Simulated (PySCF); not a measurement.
**How methods differ on the ionisation energy of Sm³³⁺**

Sm³³⁺ [Ar] 3d10 4s1 [4s1/2^1, M_J = 1/2] → Sm³⁴⁺ [Ar] 3d10, as a difference of total energies. All numbers are calculated (PySCF 2.14, the two-component X2C-1e Hamiltonian, in an even-tempered Gaussian basis (17 s from 3.3 bohr⁻², ratio 2.8; 13 p from 4.3 bohr⁻², ratio 2.8; 8 d from 7.6 bohr⁻², ratio 2.8; 4 f from 18 bohr⁻², ratio 3)). Correlated levels: [Ne] frozen; the 74 highest virtual spinors dropped. "Screened" scales the spin-orbit matrix elements by Boettger's factors to mimic the two-electron term; Breit and QED terms are absent.

```
                    method  ionisation energy (eV)
           GHF (spin-free)                  1369.6
          GMP2 (spin-free)                  1370.8
 GHF (screened spin-orbit)                  1369.5
GMP2 (screened spin-orbit)                  1370.7
```

Breit and QED terms and the two-electron picture change are absent.

For comparison: 1381.56 ± 0.21 eV (semi-empirical (NIST evaluation); NIST Atomic Spectra Database, ionization energies).
